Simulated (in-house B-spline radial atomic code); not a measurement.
Checks on a self-consistent run for Ne⁴⁺, [He] 2s2 (2p3/2)1 (4f7/2)1. Computed with an all-electron radial atomic-structure program (B-spline basis): Dirac-Hartree-Fock, average of the jj configuration, Fermi nucleus of rms radius 3.0055 fm.

```tsv
orbital	q	ε (Eh)	<1/r>	<r²>	small-component weight
1s1/2	2	-38.54611	9.68013	0.0328389	0.001243
2s1/2	2	-6.04028	1.96795	0.638043	0.00020334
2p3/2	1	-5.50894	1.92348	0.533747	0.00019727
4f7/2	1	-0.78248	0.31398	14.3101	2.0999e-05
```

Electron-electron repulsion V_ee = 21.3730 hartree.

Question: What total energy follows from the eigenvalues?

Answer: The eigenvalues count the repulsion twice, so E = Σqε - V_ee = -95.464 - 21.373 = -116.837 hartree; the run printed -116.837.

Question: Does the Dirac virial theorem hold?

Answer: For a point nucleus E = -2c²Σq·w, with w the small-component weight. Here Σq·w = 0.0031109 and c = 137.0360, so the ratio E/(-2c²Σq·w) is 1.000001.

Question: What diamagnetic shielding (Lamb formula) and susceptibility (Langevin formula) do the radii give?

Answer: σ = (α²/3)Σq<1/r> = 25.5336/(3·137.036²) = 453.23 ppm, and χ = -0.79199×10⁻⁶·Σq<r²> = -12.82×10⁻⁶ cm³/mol with Σq<r²> = 16.186 bohr². Both are non-relativistic formulas without the paramagnetism of open shells.
